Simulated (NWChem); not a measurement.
System: SeCl₃ cation; SMILES Cl[Se+](Cl)Cl

NWChem input:

```
start job
memory heap 200 mb stack 900 mb global 1100 mb
charge 1
geometry units angstroms noautoz
  Se     0.000000     0.000000     0.559415
  Cl    -1.877678     0.458335    -0.371932
  Cl     1.335769     1.396949    -0.371932
  Cl     0.541909    -1.855284    -0.371932
end
basis spherical
  Se library 6-31g*
  Cl library 6-31g*
end
dft
  xc scan
  iterations 150
  mulliken
end
task dft energy
```

Output (shortened):

```
             Northwest Computational Chemistry Package (NWChem) 7.3.0
             --------------------------------------------------------

 C3  symmetry detected

                             Geometry "geometry" -> ""
                             -------------------------

 Output coordinates in angstroms (scale by  1.889725989 to convert to a.u.)

  No.       Tag          Charge          X              Y              Z
 ---- ---------------- ---------- -------------- -------------- --------------
    1 Se                  34.0000     0.00000000     0.00000000     0.55880820
    2 Cl                  17.0000     0.80190593     1.75860510    -0.37253880
    3 Cl                  17.0000     1.12204372    -1.57377346    -0.37253880
    4 Cl                  17.0000    -1.92394966    -0.18483164    -0.37253880

 Effective nuclear repulsion energy (a.u.)     564.7310601032

      Symmetry information
      --------------------

 Group name             C3
 Group number              5
 Group order               3
 No. of unique centers     2

                                 NWChem DFT Module
                                 -----------------

 Summary of "ao basis" -> "ao basis" (spherical)
 ------------------------------------------------------------------------------
       Tag                 Description            Shells   Functions and Types
 ---------------- ------------------------------  ------  ---------------------
 Se                          6-31g*                 12       32   5s4p3d
 Cl                          6-31g*                  8       18   4s3p1d

      Symmetry analysis of basis
      --------------------------

        a          30
        e+         28
        e-         28

  Rotation of axis

            General Information
            -------------------
          SCF calculation type: DFT
          Wavefunction type:  closed shell.
          No. of atoms     :     4
          No. of electrons :    84
           Alpha electrons :    42
            Beta electrons :    42
          Charge           :     1
          Spin multiplicity:     1
          Use of symmetry is: on ; symmetry adaption is: on
          Maximum number of iterations: 150
          AO basis - number of functions:    86
                     number of shells:    36
          Convergence on energy requested:  1.00D-06
          Convergence on density requested:  1.00D-05
          Convergence on gradient requested:  5.00D-04

              XC Information
              --------------
                         SCAN Method XC Functional
                  SCAN metaGGA Exchange Functional  1.000
                        SCAN Correlation Potential  1.000

             Grid Information
             ----------------
          Grid used for XC integration:  medium
          Radial quadrature: Mura-Knowles
          Angular quadrature: Lebedev.
          Tag              B.-S. Rad. Rad. Pts. Rad. Cut. Ang. Pts.
          ---              ---------- --------- --------- ---------
          Se                  1.15      112           8.0       590
          Cl                  1.00       88          10.0       590
          Grid pruning is: on
          Number of quadrature shells:   200
          Spatial weights used:  Erf1

      Superposition of Atomic Density Guess
      -------------------------------------

 Sum of atomic energies:       -3777.85709142

 Renormalizing density from      85.00 to     84

      Non-variational initial energy
      ------------------------------

 Total energy =   -3751.048350
 1-e energy   =   -6300.770712
 2-e energy   =    1984.991302
 HOMO         =      -0.651338
 LUMO         =      -0.387709

      Symmetry analysis of molecular orbitals - initial
      -------------------------------------------------

  Numbering of irreducible representations:

     1 a           2 e+          3 e-

  Orbital symmetries:

     1 a           2 a           3 e+          4 e+          5 a
     6 e+          7 e+          8 a           9 e+         10 e+
    11 a          12 a          13 a          14 e+         15 e+
    16 e+         17 e+         18 a          19 a          20 e+
    21 e+         22 e+         23 e+         24 a          25 e+
    26 e+         27 e+         28 e+         29 a          30 a
    31 e+         32 e+         33 a          34 e+         35 e+
    36 a          37 e+         38 e+         39 e+         40 e+
    41 a          42 a          43 a          44 e+         45 e+
    46 a          47 e+         48 e+         49 a          50 e+
    51 e+         52 a

     ---------------------------------------------
      Total Density - Mulliken Population Analysis
     ---------------------------------------------

    Atom       Charge   Shell Charges
 -----------   ------   -------------------------------------------------------
    1 Se  34    32.77   2.00  2.00  6.00  2.00  6.01  1.69  2.27  0.17  0.43  7.20  2.72  0.28
    2 Cl  17    17.08   2.00  2.00  5.99  1.47  3.71  0.49  1.40  0.02
    3 Cl  17    17.08   2.00  2.00  5.99  1.47  3.71  0.49  1.40  0.02
    4 Cl  17    17.08   2.00  2.00  5.99  1.47  3.71  0.49  1.40  0.02

   convergence    iter        energy       DeltaE   RMS-Dens  Diis-err
 ---------------- ----- ----------------- --------- --------- ---------
 d= 0,ls=0.0,diis     1  -3781.6280097349 -4.35D+03  2.23D-02  2.94D+00
 d= 0,ls=0.0,diis     2  -3781.4771161461  1.51D-01  2.40D-02  2.39D+00
 d= 0,ls=0.0,diis     3  -3781.6330285981 -1.56D-01  1.10D-02  9.92D-01
 d= 0,ls=0.0,diis     4  -3781.7761107642 -1.43D-01  5.81D-04  4.71D-03
 d= 0,ls=0.0,diis     5  -3781.7765403444 -4.30D-04  1.15D-04  1.07D-04
  Resetting Diis
 d= 0,ls=0.0,diis     6  -3781.7765527858 -1.24D-05  2.94D-05  4.61D-06
 d= 0,ls=0.0,diis     7  -3781.7765534161 -6.30D-07  1.50D-05  2.92D-07
 d= 0,ls=0.0,diis     8  -3781.7765534069  9.23D-09  9.36D-06  3.37D-07

         Total DFT energy =    -3781.776553406912
      One electron energy =    -6352.632576510359
           Coulomb energy =     2178.055927031326
    Exchange-Corr. energy =     -171.930964031052
 Nuclear repulsion energy =      564.731060103173

 Numeric. integr. density =       84.000000140804

                  Occupations of the irreducible representations
                  ----------------------------------------------

                     irrep           alpha         beta
                     --------     --------     --------
                     a                16.0         16.0
                     e+               26.0         26.0
                     e-                0.0          0.0

                       DFT Final Molecular Orbital Analysis
                       ------------------------------------

 Vector   40  Occ=2.000000D+00  E=-5.371575D-01  Symmetry=e+
              MO Center=  5.0D-01,  5.1D-01, -3.1D-01, r^2= 4.3D+00
   Bfn.  Coefficient  Atom+Function         Bfn.  Coefficient  Atom+Function
  ----- ------------  ---------------      ----- ------------  ---------------
    41      0.433499  2 Cl pz                40      0.374053  2 Cl py
    58      0.306051  3 Cl py                59     -0.281440  3 Cl pz
    76      0.217687  4 Cl py                45      0.201339  2 Cl pz
    44      0.178224  2 Cl py                37     -0.167229  2 Cl pz
    77     -0.152060  4 Cl pz                36     -0.142860  2 Cl py

 Vector   41  Occ=2.000000D+00  E=-5.284585D-01  Symmetry=a
              MO Center=  2.1D-15, -6.8D-16, -2.0D-01, r^2= 4.6D+00
   Bfn.  Coefficient  Atom+Function         Bfn.  Coefficient  Atom+Function
  ----- ------------  ---------------      ----- ------------  ---------------
    41      0.420152  2 Cl pz                59      0.420152  3 Cl pz
    77      0.420152  4 Cl pz                13     -0.273317  1 Se pz
    10      0.263266  1 Se s                 45      0.208883  2 Cl pz
    63      0.208883  3 Cl pz                81      0.208883  4 Cl pz
    14     -0.200832  1 Se s                 37     -0.161226  2 Cl pz

 Vector   42  Occ=2.000000D+00  E=-5.274336D-01  Symmetry=a
              MO Center= -1.2D-14, -3.9D-15, -3.7D-01, r^2= 4.8D+00
   Bfn.  Coefficient  Atom+Function         Bfn.  Coefficient  Atom+Function
  ----- ------------  ---------------      ----- ------------  ---------------
    76      0.454719  4 Cl py                39      0.415791  2 Cl px
    57     -0.371806  3 Cl px                58     -0.265452  3 Cl py
    80      0.215496  4 Cl py                43      0.197057  2 Cl px
    40     -0.189268  2 Cl py                61     -0.176193  3 Cl px
    72     -0.174455  4 Cl py                35     -0.159518  2 Cl px

 Vector   43  Occ=0.000000D+00  E=-3.804838D-01  Symmetry=a
              MO Center= -3.8D-14,  2.4D-14, -8.2D-02, r^2= 3.9D+00
   Bfn.  Coefficient  Atom+Function         Bfn.  Coefficient  Atom+Function
  ----- ------------  ---------------      ----- ------------  ---------------
    13      0.668548  1 Se pz                10      0.492789  1 Se s
    75      0.373949  4 Cl px                17      0.341725  1 Se pz
    40     -0.341818  2 Cl py                14     -0.307328  1 Se s
    58      0.305881  3 Cl py                79      0.292305  4 Cl px
    44     -0.267187  2 Cl py                 9     -0.246865  1 Se pz

 Vector   44  Occ=0.000000D+00  E=-3.607641D-01  Symmetry=e+
              MO Center=  6.6D-02, -1.8D-01,  2.4D-01, r^2= 3.5D+00
   Bfn.  Coefficient  Atom+Function         Bfn.  Coefficient  Atom+Function
  ----- ------------  ---------------      ----- ------------  ---------------
    12     -0.570956  1 Se py                11      0.531937  1 Se px
    16     -0.348913  1 Se py                15      0.325099  1 Se px
    58     -0.286226  3 Cl py                60     -0.282417  3 Cl s
    59     -0.276309  3 Cl pz                62     -0.239167  3 Cl py
    39     -0.219282  2 Cl px                63     -0.215526  3 Cl pz

[...]
```

Level: SCAN/6-31G* (spherical d). The geometry was optimised at B3LYP/6-31G* (spherical d).
